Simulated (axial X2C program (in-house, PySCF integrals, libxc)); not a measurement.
# What spin–orbit coupling does to MoB⁺

Computed with an axial X2C code built on PySCF integrals. Spin-free means the one-electron spin-free X2C Hamiltonian; two-component (2c) means X2C with spin–orbit coupling and atomic mean-field two-electron Coulomb and Gaunt terms, so the difference of the two also holds small scalar two-electron terms. Basis: Mo dyall-cv3z [11s12p9d5f3g], B dyall-v3z [7s6p2d1f] (cores contracted in-house); Gaussian nuclei, density fitting, unrestricted open shells. Masses: Mo 97.905 u, B 11.009 u.

Spin-free state: M_S = 3, Λ = 0 (beyond evenly filled blocks: 2 × σα, π+α, π-α, δ+α, δ-α); fragments Mo+ + B.

```json
{"level": "HF", "Re (Å)": "2.467", "ωe (cm⁻¹)": "296.3", "De (eV)": "1.114", "μ (D)": "1.03"}
{"level": "CCSD", "Re (Å)": "2.259", "ωe (cm⁻¹)": "402.9", "De (eV)": "1.662", "μ (D)": "n/a"}
{"level": "CCSD(T)", "Re (Å)": "2.234", "ωe (cm⁻¹)": "429.8", "De (eV)": "1.766", "μ (D)": "n/a"}
```

Correlated methods: 8 electrons correlated (number of frozen shells: Mo 4 s, 3 p, 1 d; B 1 s), 272 virtual spin orbitals or spinors in MP2, 89 natural virtuals in coupled cluster.

Dipoles are positive if B is the positive end and refer to the centre of mass.

Two-component determinant lowest at the distance of the search:

Ω = 3 (⟨Sz⟩ = 3.00, ⟨Lz⟩ = 0.00 at HF); fragments Mo+ + B.

| level | Re (Å) | ωe (cm⁻¹) | De (eV) | μ (D) |
| --- | --- | --- | --- | --- |
| HF | 2.468 | 295.4 | 1.110 | 1.04 |
| CCSD | 2.260 | 401.6 | 1.655 | n/a |
| CCSD(T) | 2.235 | 428.3 | 1.759 | n/a |

Problem. From the two tables, how do the constants change at the CCSD(T) level (2c against spin-free)?

Solution. At the CCSD(T) level Re is unchanged within 0.001 Å and ωe decreases by 1.5 cm⁻¹; De is not compared, since the atomic limits differ or miss part of their spin–orbit lowering.

The state is one determinant whose occupation by symmetry is held fixed; it was picked as the lowest of a PBE0 search that is not exhaustive. Dissociation energies refer to the lowest single-determinant-based atoms at the same level and basis. Coupled cluster ran in a truncated set of natural virtual spinors; the MP2 energy of the rest was added. (T) has no such correction and the atoms are truncated less, which lowers De at CCSD(T) by a hundredth of an eV or more. A 2c atom that is not at its ground J level misses part of its spin–orbit lowering, and De is too large by that part (0.04 eV or less for light atoms). This holds for CCSD, CCSD(T). PBE0 can misorder states that lie within some tenths of an eV, so this need not be the ground state of the molecule. The nearest other spin-free determinant of the search, M_S = 2, Λ = 0, lies 0.17 eV up at the distance of the search. With several unpaired electrons one determinant need not be a pure state. Open-shell Ω = 0 determinants with evenly filled partner blocks cannot be reached by this program, so the Ω shown need not be the lowest component. With the outer-core shells frozen, correlated bond lengths of heavy atoms tend to come out a few hundredths of an ångström too long.
